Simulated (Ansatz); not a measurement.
A series at V: from `[NH]=[V]([F])([F])[F]`, ligands are replaced one by one, each step taking up NH₃ and setting free H–F; n counts the steps. Ansatz, PBE0-D4/def2-TZVP geometries. Each molecule was computed in one conformer, which needn't be the lowest.

```
n                       molecule  HOMO energy, ωB97M-V/def2-TZVPP (eV)
0        `[NH]=[V]([F])([F])[F]`                                -12.01
1      `[NH]=[V]([NH2])([F])[F]`                                -10.87
2    `[NH]=[V]([NH2])([NH2])[F]`                                     ?
3  `[NH]=[V]([NH2])([NH2])[NH2]`                                 -9.24
```

Question: By hand: fit a straight line y = ȳ + b (n − n̄) to the 3 given rows and predict n = 2.

Answer: n̄ = 1.333, ȳ = -10.707; Σ(n − n̄)(y − ȳ) = 4.237, Σ(n − n̄)² = 4.667, so b = 0.908 eV a step. Prediction: -10.707 + (0.908) × (0.667) = -10.10 eV.

Question: By hand: compare with the computed value, -9.58 eV, and give the steps along the whole series.

Answer: The line misses by 0.52 eV (computed minus predicted). Steps: 1.14, 1.29, 0.34 eV.

The steps differ by up to 0.95 eV without a steady trend. The highest orbital can change its character along such a series. The miss is 18.8 % of the series' range.
